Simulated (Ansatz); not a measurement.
`OB(O)[Te][SiH3]` + `C[SiH3]` → `C[SiH2][Te]B(O)O` + SiH₄  (formal exchange of groups at a Te–Si bond)

Computed with Ansatz on PBE0-D4/def2-TZVP structures; ΔE is electronic, products minus reactants. CBS: MP2 limit from def2 TZ/QZ plus the TZ coupled-cluster correction, frozen cores. This one scheme is used for every species. DFT in def2-TZVPP. B3LYP here is the variant with VWN-RPA as its local correlation; programs differ in this. Elements past krypton have def2 core potentials. For Te outer-core shells are correlated without core-valence functions, which leaves a few kJ/mol of doubt a bond. One conformer a species, not always the lowest.

`OB(O)[Te][SiH3]`:

Z-matrix (Å, degrees):
```
Si
Te 1 2.486
H 1 1.483 2 109.8
H 1 1.495 2 109.1 3 118.4
H 1 1.484 2 112.7 3 -122.1
B 2 2.197 1 95.6 3 -140.2
O 6 1.353 2 114.2 1 -173.1
O 6 1.355 2 125.5 1 7.7
H 7 0.963 6 112.1 2 -178.2
H 8 0.962 6 114.5 2 2.1
```

`C[SiH3]`:

Cartesian coordinates in Å:
```
C 0.159 -0.455 -0.862
Si -0.142 0.407 0.771
H -0.785 -0.655 -1.374
H 0.670 -1.408 -0.708
H 0.778 0.161 -1.517
H -0.841 1.704 0.560
H 1.145 0.681 1.467
H -0.983 -0.435 1.664
```

`C[SiH2][Te]B(O)O`:

Z-matrix (Å, degrees):
```
C
Si 1 1.870
H 1 1.092 2 111.0
H 1 1.093 2 110.0 3 -119.7
H 1 1.092 2 111.0 3 120.6
Te 2 2.503 1 107.5 3 -60.3
H 2 1.485 1 110.8 3 59.1
H 2 1.485 1 110.8 3 -179.6
B 6 2.186 2 93.1 1 -179.9
O 9 1.355 6 118.4 2 -0.1
O 9 1.361 6 122.4 2 179.9
H 10 0.964 9 112.2 6 180.0
H 11 0.958 9 114.9 6 -0.0
```

SiH₄:

Cartesian coordinates in Å:
```
Si 0.000 0.000 0.000
H -0.180 0.836 -1.213
H -1.128 0.237 0.936
H 1.278 0.360 0.664
H 0.030 -1.433 -0.386
```

```tsv
level	ΔE (kcal/mol)	difference from CCSD(T)/CBS
PBE-D4	-0.4	1.2
r2SCAN-D4	-0.9	0.7
PBE0-D4	-0.8	0.8
B3LYP-D4	-1.1	0.5
ωB97X-V	-1.3	0.3
ωB97M-V	-1.3	0.3
B2PLYP	-1.0	0.6
PBE	0.1	1.7
r2SCAN	-0.8	0.8
PBE0	-0.3	1.3
B3LYP	-0.3	1.3
HF/def2-TZVPP	-1.7	-0.1
MP2/def2-TZVPP	-2.1	-0.5
SCS-MP2/def2-TZVPP	-1.9	-0.3
CCSD/def2-TZVPP	-1.6	0.0
CCSD(T)/def2-TZVPP	-1.5	0.1
HF/def2-QZVPP	-1.7	-0.1
MP2/def2-QZVPP	-2.1	-0.5
SCS-MP2/def2-QZVPP	-2.0	-0.4
HF/CBS(def2)	-1.7	-0.1
MP2/CBS(def2)	-2.1	-0.5
CCSD/CBS(def2)	-1.6	0.0
CCSD(T)/CBS	-1.6	0
```

Largest T1 diagnostic among the species: 0.012.

The D4 term adds −0.8 kcal/mol with B3LYP and −0.5 kcal/mol with PBE0; it sums over pairs of atoms, weighted by their polarisabilities, and B3LYP, whose exchange is more repulsive, gets the larger term.
